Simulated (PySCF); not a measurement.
Species: C₄H₁₃FN₂Si₂.
Atom-mapped SMILES: `[CH3:1][Si:2]1([C@@H:3]([F:4])[SiH3:5])[NH:6][CH2:7][CH2:8][NH:9]1`

Geometry (GFN2-xTB, Å), atoms numbered from 1 in this order:
```xyz
22
C4H13FN2Si2 angstrom
C      0.1021    2.6129    0.4250
Si     0.0929    0.7424    0.0844
C      1.8936    0.0704    0.1932
F      2.4731    0.5470    1.3809
Si     2.1114   -1.8301    0.1388
N     -0.9325   -0.2825    1.0202
C     -2.1127   -0.6497    0.2669
C     -1.6728   -0.7101   -1.1928
N     -0.7554    0.3930   -1.3777
H     -0.9015    3.0200    0.4993
H      0.6222    3.1544   -0.3585
H      0.6186    2.8174    1.3570
H      2.4894    0.5370   -0.5989
H      3.5387   -2.1378    0.2623
H      1.6211   -2.2782   -1.1692
H      1.3670   -2.4501    1.2311
H     -1.1043   -0.1523    2.0031
H     -2.9120    0.0953    0.3778
H     -2.4921   -1.6193    0.6022
H     -2.5301   -0.6090   -1.8651
H     -1.1867   -1.6757   -1.3884
H     -0.3406    0.4244   -2.2932
```

NICS is the negative of the GIAO shielding at a point without a nucleus: at the ring centre (0) and 1 Å above and below it (1); zz is the component along the ring normal. Level: GIAO PBE0/pcSseg-1 (PySCF, non-relativistic, gas phase) on the GFN2-xTB geometry, one conformer.

Ring bond lengths (Å), with Mayer bond orders in brackets: Si2–N6 1.726 (0.94), N6–C7 1.447 (0.97), C7–C8 1.526 (1.05), C8–N9 1.447 (0.98), N9–Si2 1.726 (0.96).

Give the NICS values of each ring in ppm.

```csv
ring,type,NICS(0),"NICS(1), two faces","NICS(1)zz, two faces",rms pucker (Å),"centre to ring atoms, mean (Å)"
Si2–N6–C7–C8–N9,5-membered ring with 2 N and Si; formal bonds all single,-7.8,-2.9 / -3.1,-3.5 / -4.8,0.15,1.32
```

What can be read from them?

- Si2–N6–C7–C8–N9: mean NICS(1)zz -4.1 ppm, shielded. Si2, C7, C8 have four or more neighbours; no verdict on aromaticity is drawn.

At the second NICS(1) probe listed for ring Si2–N6–C7–C8–N9, 1 Å off the ring, how large is the induced field along the normal in 9.4 T applied along it?

NICSzz × B0 = -4.8 ppm × 9.4 T = -45 μT, against the applied field.

What are the shieldings of the ring atoms and their hydrogens in the same run (means over atoms taken as equivalent)?

```
atoms                   environment  σ isotropic (ppm)  principal values of the symmetric part, first atom (ppm)
  Si2       four-coordinate silicon              349.1                                       323.9, 344.6, 379.0
   N6        silicon-bound nitrogen              234.3                                       202.1, 230.5, 270.2
   C7  sp3 carbon bound to nitrogen              139.5                                       121.4, 135.1, 162.1
   C8  sp3 carbon bound to nitrogen              139.5                                       122.0, 135.0, 161.4
   N9        silicon-bound nitrogen              234.3                                       197.3, 234.8, 270.7
  H17                  N–H hydrogen              31.28                                          23.0, 28.5, 42.3
  H18            methylene hydrogen              28.30                                          23.0, 25.8, 36.2
  H19            methylene hydrogen              28.38                                          23.7, 26.0, 35.5
  H20            methylene hydrogen              28.44                                          23.5, 26.0, 35.8
  H21            methylene hydrogen              28.39                                          23.6, 26.2, 35.3
  H22                  N–H hydrogen              31.60                                          23.4, 28.6, 42.8
```

On Arm Neoverse N1, one thread, shared host with 64 logical CPUs at a one-minute load of 50, this took 88 s and 0.97 GiB of memory at its peak. This is the whole shielding run at PBE0/pcSseg-1, SCF included.
